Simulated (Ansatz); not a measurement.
`CO[SiH]F` radical, relaxed with UKS PBE0-D4/def2-TZVP in Ansatz 0.2.0 from a PBE-D4/def2-SVP geometry. The force threshold is 0.005 eV/Å; the program also tests the step.

Total charge 0; spin multiplicity 2.

Start:

```xyz
8

C    -0.109    0.175    1.190
O     0.161   -0.656    0.073
Si   -0.279   -0.378   -1.517
F     0.267    1.110   -1.977
H    -1.163    0.068    1.531
H     0.085    1.248    0.970
H     0.555   -0.136    2.023
H     0.484   -1.431   -2.293
```

Task: How much energy does the relaxation release, and in how many steps? (An estimate is asked.)

Result: Computed: 8.36 kJ/mol, in 13 steps.

Task: Which bonds change most? (An estimate is asked.)

Result: Ansatz gave: O2–Si3 from 1.673 to 1.629 Å; Si3–F4 from 1.650 to 1.605 Å; Si3–H8 from 1.514 to 1.491 Å; C1–H7 from 1.110 to 1.090 Å.

Task: Give the relaxed structure. (Estimate.)

Result: The calculation gave: 
```xyz
8

C    -0.082    0.188    1.186
O     0.264   -0.602    0.067
Si   -0.269   -0.425   -1.462
F     0.056    1.057   -1.988
H    -1.162    0.174    1.362
H     0.242    1.223    1.051
H     0.420   -0.229    2.059
H     0.532   -1.384   -2.275
```
